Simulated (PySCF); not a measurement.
TaF2, SMILES [F][Ta][F] (connectivity only; charge and spin as stated), neutral, multiplicity 4. Atoms are numbered in the order given.

```xyz
3

Ta     0.0000     0.0000     0.0000
F      0.0000     0.0000    -1.8916
F      0.0000     0.0000     1.8916
```
Charge 0, spin multiplicity 4.

Geometry optimised at B3LYP-D3(BJ)/def2-TZVP. The multiplicity is an assumed one; other spin states were not compared. The def2 effective core potentials stand for the cores of Ta; spin–orbit coupling is left out.

These are PySCF with M06-2X/def2-TZVPD values and carry that method's errors.

Mulliken values depend strongly on the basis, most of all with diffuse functions as here. ESP charges are fitted to the potential on shells at 1.4 to 2.0 van der Waals radii. Atomic charges (e):

```csv
atom,ESP fit,Mulliken,Mulliken spin
Ta1,[?],1.05,2.99
F2,[?],-0.52,0.01
F3,[?],-0.52,0.01
```

### Question
Some entries are withheld; supply them. (An estimate is asked for; the answer gives what the named calculation found.)

### Answer

- Ta1, ESP fit: 0.67
- F2, ESP fit: -0.34
- F3, ESP fit: -0.34
